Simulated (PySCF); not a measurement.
```xyz
3
charge 1 multiplicity 1, angstrom
P     0.0000    0.0000   -1.2112
I     1.8876    0.0000    0.1479
I    -1.8876    0.0000    0.1479
```

All numbers come from PySCF, PBE0, basis P def2-TZVP, I def2-TZVP with ECP28 (scalar-relativistic core potentials, no spin–orbit coupling, density fitting).

This geometry of [PI2]+ is a stationary point at this level.

(1) What is the point group?

(2) Is it a minimum?

(3) Which band is strongest in the infrared?

(4) Give the atomic charges and bond orders.

(5) Give the ideal-gas entropy at 298.15 K and 1 bar by parts.

## Answers

(1) C2v.

(2) Yes: all harmonic wavenumbers are real.

(3) 435 cm⁻¹ (b2), 115 km/mol.

(4) 
```csv
atom,Mulliken,Löwdin,polar tensor,Mayer order to P1
P1,0.30,0.12,0.94,–
"I2,3",0.35,0.44,0.03,1.60
```

(5) translation 179.3, rotation 115.9, vibration 21.7, spin 0.0; total 317.0 J/(mol K).

Only a few start shapes were tried, so a lower isomer may exist.
